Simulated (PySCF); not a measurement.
# Computed properties of BClH4O2Si, SMILES OB(O)[SiH2]Cl

BClH₄O₂Si, SMILES OB([SiH2]Cl)O. Coordinates come from a B3LYP-D3(BJ)/def2-SVP optimisation. The values are those of a single conformer. All values are computed for the isolated molecule unless a solvent is named; none is compared with measurement here.

**Structure.** The optimised structure has Cs symmetry. All 21 harmonic modes at B3LYP-D3(BJ)/def2-SVP (PySCF) are real, so it is a minimum. With heavy atoms numbered as in [SiH2:1]([Cl:2])[B:3]([OH:4])[OH:5], the shortest bond between them is B3–O5 at 1.353 Å and the longest Si1–Cl2 at 2.110 Å.

**Vibrations.** The strongest infrared lines (harmonic, unscaled, degenerate partners summed) lie at 1288 cm⁻¹ (329 km/mol, B 52 %, O 32 %, H 15 %), 828 cm⁻¹ (218 km/mol, H 85 %, Si 12 %), 987 cm⁻¹ (191 km/mol, H 81 %, O 18 %). The softest mode is at 49 cm⁻¹ and the zero-point energy is 33.4 kcal/mol.

**Electronic structure.** ωB97X/def2-TZVP (PySCF) places the frontier levels at -10.59 and 1.38 eV, a gap of 11.97 eV, and gives a dipole moment of 2.32 D and a mean polarisability of 58.5 bohr³. PBE/def2-TZVP (PySCF) at the same geometry gives -6.87 and -1.51 eV, so its gap is 6.61 eV narrower. An orbital gap is neither the optical nor the fundamental gap.

**Excitations.** TDDFT-CAM-B3LYP/def2-SVPD (PySCF) has S1 at 6.32 eV (196 nm, f = 0.007, weak); the most intense of the 10 singlets computed lies at 8.05 eV (f = 0.05). T1 (TDA) is at 5.52 eV. TDDFT-PBE/def2-SVPD (PySCF) puts S1 at 5.47 eV. No vertical singlet excitation falls in the visible range (under 3.1 eV).

**NMR.** GIAO shifts at B3LYP/pcSseg-1 (PySCF) (non-relativistic, atoms alike by connectivity averaged): ¹H from 5.0 to 5.4 ppm against TMS; ²⁹Si at -29.7 ppm against TMS; ¹¹B at 18.7 ppm against BF3. Without spin–orbit terms, shifts of atoms bonded to Cl or Br come out too high.
